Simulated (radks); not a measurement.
Spherical jellium clusters: N electrons in a uniform positive sphere of charge N and radius rs N^(1/3), rs = 4.95 bohr. Method: non-relativistic Kohn-Sham, LDA (Slater exchange, Perdew-Wang correlation), spin-polarised, spherical densities; computed with a radial shooting solver with Libxc functionals. Levels are named by radial order and angular momentum (1s, 1p, 1d, 2s, ...), and open shells are averaged over m.

N = 11, configuration 1s2 1p6 1d(up 3, down 0). This is the lowest configuration that the search found. Occupied and some empty levels:

| level | occupation | eigenvalue (eV) | <r> (bohr) |
|---|---|---|---|
| 1s up | 1 | -3.8613 | 7.197 |
| 1s down | 1 | -3.6525 | 6.954 |
| 1p up | 3 | -3.1820 | 8.408 |
| 1p down | 3 | -2.9240 | 8.359 |
| 1d up | 3 | -2.3010 | 9.396 |
| 1d down | 0 | -2.0332 | 9.471 |
| 2s up | 0 | -1.8048 | 8.259 |
| 2s down | 0 | -1.6797 | 8.433 |
| 1f up | 0 | -1.2900 | 10.42 |
| 1f down | 0 | -1.0400 | 10.63 |
| 2p up | 0 | -0.85817 | 10.95 |
| 2p down | 0 | -0.73551 | 11.28 |

Energy (eV): total -19.2826, kinetic 13.505, external -354.96, Hartree 175.98, exchange-correlation -33.261, background 179.45.

Electron density:

| r (bohr) | n(r) (e/bohr^3) |
|---|---|
| 0.794 | 0.001060 |
| 1.68 | 0.001203 |
| 2.56 | 0.001431 |
| 3.45 | 0.001717 |
| 4.33 | 0.002020 |
| 5.21 | 0.002284 |
| 6.10 | 0.002445 |
| 6.98 | 0.002438 |
| 7.87 | 0.002228 |
| 8.75 | 0.001832 |
| 9.63 | 0.001337 |
| 10.5 | 0.0008600 |
| 11.4 | 0.0004938 |
| 12.3 | 0.0002578 |
| 13.2 | 0.0001274 |
| 14.1 | 0.00005967 |
| 14.9 | 0.00002729 |
| 15.8 | 0.00001220 |
| 16.7 | 5.318e-06 |
| 17.6 | 2.313e-06 |
